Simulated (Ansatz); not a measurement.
Reaction (atomization): `BOC=C=[Se]` → B• + 2 C• + 3 H• + O• + Se•

Calculated with Ansatz (gas phase, PBE0-D4/def2-TZVP geometries, no zero-point term in ΔE). CCSD(T)/CBS adds triple-zeta CCSD(T) − MP2 to the extrapolated MP2 energy (def2 sets, frozen cores). This one scheme is used for every species, atoms too. No spin–orbit coupling; open shells (•) take unrestricted orbitals. Spin–orbit coupling would lower the free atoms: a little for B, C, O; clearly for Se. For Se outer-core shells are correlated without core-valence functions, so the limit isn't a true one: a few kJ/mol of doubt a bond, and 10 to 20 or more in all where bonds break to atoms. Scalar relativity is left out up to krypton. One conformer a species, not always the lowest.

| species | MP2/CBS(def2) energy (Eh) |
| --- | --- |
| `BOC=C=[Se]` | -2578.46227 |
| B• | -24.58226 |
| C• | -37.76950 |
| H• | -0.50000 |
| O• | -74.98686 |
| Se• | -2400.61553 |

Work out ΔE.

ΔE = 3 × (-0.50000) + 2 × (-37.76950) + (-24.58226) + (-74.98686) + (-2400.61553) − (-2578.46227) = 1.23862 Eh = +777.2 kcal/mol. CCSD(T)/CBS gives +752.6 kcal/mol.

Largest T1 diagnostic among the species: 0.017.

From PBE to PBE0 (25 % exact exchange), in def2-TZVPP and without D4, ΔE moves by −25.8 kcal/mol: exact exchange takes away binding that semilocal exchange gives to molecules. In def2-TZVPP, CCSD(T) changes the Hartree–Fock value by +209.9 kcal/mol (the triples alone add +18.7 kcal/mol) and MP2 by +234.6 kcal/mol; breaking electron pairs costs correlation energy, which Hartree–Fock lacks.

For atomizations the MP2-based limit and the directly extrapolated one differ by several kJ/mol either way, and by 10 to 25 for some Ge, Se and Sn compounds, so smaller differences from it don't rank the levels.
